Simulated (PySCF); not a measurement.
**Basis and Hamiltonian dependence of the ionisation energy of Te**

Te [Kr] 4d10 5s2 5p4 (3P) → Te⁺ [Kr] 4d10 5s2 5p3 (4S). Calculated with PySCF 2.14 from differences of total energies of unrestricted determinants, without spin-orbit coupling. Values in eV.

```json
{"basis": "def2-SVP with the def2 core potential (28 electrons)", "Hamiltonian": "ECP", "functions": "26", "UHF": "7.691", "r2SCAN": "n/a", "PBE0": "8.682", "MP2 (valence)": "8.062", "CCSD(T) (valence)": "8.098", "CCSD(T) (valence and next inner shell)": "n/a"}
{"basis": "cc-pVTZ-PP with ECP28MDF", "Hamiltonian": "ECP", "functions": "39", "UHF": "7.746", "r2SCAN": "n/a", "PBE0": "8.733", "MP2 (valence)": "8.342", "CCSD(T) (valence)": "8.492", "CCSD(T) (valence and next inner shell)": "n/a"}
{"basis": "aug-cc-pwCVDZ-PP with ECP28MDF", "Hamiltonian": "ECP", "functions": "48", "UHF": "7.703", "r2SCAN": "8.728", "PBE0": "8.705", "MP2 (valence)": "8.131", "CCSD(T) (valence)": "8.195", "CCSD(T) (valence and next inner shell)": "8.236"}
{"basis": "aug-cc-pVTZ-PP with ECP28MDF", "Hamiltonian": "ECP", "functions": "55", "UHF": "7.734", "r2SCAN": "8.735", "PBE0": "8.722", "MP2 (valence)": "8.357", "CCSD(T) (valence)": "8.515", "CCSD(T) (valence and next inner shell)": "n/a"}
{"basis": "def2-TZVPPD with the def2 core potential (28 electrons)", "Hamiltonian": "ECP", "functions": "59", "UHF": "7.725", "r2SCAN": "8.728", "PBE0": "8.720", "MP2 (valence)": "8.315", "CCSD(T) (valence)": "8.464", "CCSD(T) (valence and next inner shell)": "8.517"}
{"basis": "aug-cc-pVTZ-PP with one added diffuse shell each of d, f type with ECP28MDF", "Hamiltonian": "ECP", "functions": "67", "UHF": "7.734", "r2SCAN": "8.736", "PBE0": "8.722", "MP2 (valence)": "8.358", "CCSD(T) (valence)": "8.516", "CCSD(T) (valence and next inner shell)": "n/a"}
{"basis": "ANO-RCC-VTZP", "Hamiltonian": "spin-free X2C", "functions": "68", "UHF": "7.771", "r2SCAN": "8.785", "PBE0": "8.787", "MP2 (valence)": "8.366", "CCSD(T) (valence)": "8.508", "CCSD(T) (valence and next inner shell)": "8.593"}
{"basis": "aug-cc-pVTZ-DK3", "Hamiltonian": "spin-free X2C", "functions": "68", "UHF": "7.726", "r2SCAN": "8.735", "PBE0": "8.726", "MP2 (valence)": "8.351", "CCSD(T) (valence)": "8.509", "CCSD(T) (valence and next inner shell)": "n/a"}
{"basis": "aug-cc-pVQZ-PP with ECP28MDF", "Hamiltonian": "ECP", "functions": "92", "UHF": "7.733", "r2SCAN": "8.748", "PBE0": "8.730", "MP2 (valence)": "8.458", "CCSD(T) (valence)": "8.625", "CCSD(T) (valence and next inner shell)": "n/a"}
{"basis": "aug-cc-pwCVTZ-PP with ECP28MDF", "Hamiltonian": "ECP", "functions": "96", "UHF": "7.739", "r2SCAN": "8.752", "PBE0": "8.736", "MP2 (valence)": "8.379", "CCSD(T) (valence)": "8.540", "CCSD(T) (valence and next inner shell)": "n/a"}
{"basis": "aug-cc-pVQZ-DK3", "Hamiltonian": "spin-free X2C", "functions": "102", "UHF": "7.731", "r2SCAN": "8.745", "PBE0": "8.732", "MP2 (valence)": "8.455", "CCSD(T) (valence)": "8.621", "CCSD(T) (valence and next inner shell)": "n/a"}
{"basis": "aug-cc-pwCVTZ-DK3", "Hamiltonian": "spin-free X2C", "functions": "109", "UHF": "7.735", "r2SCAN": "8.749", "PBE0": "8.740", "MP2 (valence)": "8.377", "CCSD(T) (valence)": "8.537", "CCSD(T) (valence and next inner shell)": "8.613"}
{"basis": "x2c-QZVPPall", "Hamiltonian": "spin-free X2C", "functions": "112", "UHF": "7.732", "r2SCAN": "8.748", "PBE0": "8.736", "MP2 (valence)": "8.440", "CCSD(T) (valence)": "8.609", "CCSD(T) (valence and next inner shell)": "n/a"}
```

**Question.** Estimate the row for x2c-TZVPall (spin-free X2C, 60 functions).

**Answer.** From the rows with the same Hamiltonian and similar size; the calculation gives UHF 7.75; r2SCAN 8.79; MP2 (valence) 8.34 (eV).

Extrapolation of CCSD(T) (valence) from aug-cc-pVTZ-PP with ECP28MDF and aug-cc-pVQZ-PP with ECP28MDF: the correlation parts are 0.782 and 0.893 eV; with the X⁻³ form and unrounded values, (4³ × 0.893 − 3³ × 0.782)/(4³ − 3³) = 0.974 eV, and adding the Hartree-Fock value 7.733 eV of the larger basis gives 8.706 eV.

Extrapolation of CCSD(T) (valence) from aug-cc-pVTZ-DK3 and aug-cc-pVQZ-DK3: the correlation parts are 0.782 and 0.890 eV; with the X⁻³ form and unrounded values, (4³ × 0.890 − 3³ × 0.782)/(4³ − 3³) = 0.969 eV, and adding the Hartree-Fock value 7.731 eV of the larger basis gives 8.700 eV.

Frozen in the all-electron rows: valence: [Kr] 4d10; valence and next inner shell: [Ar] 3d10; with a core potential, the same shells as far as they lie outside it.

Reference for a calculation without spin-orbit coupling: 8.749 eV (measured, between term centres; NIST).
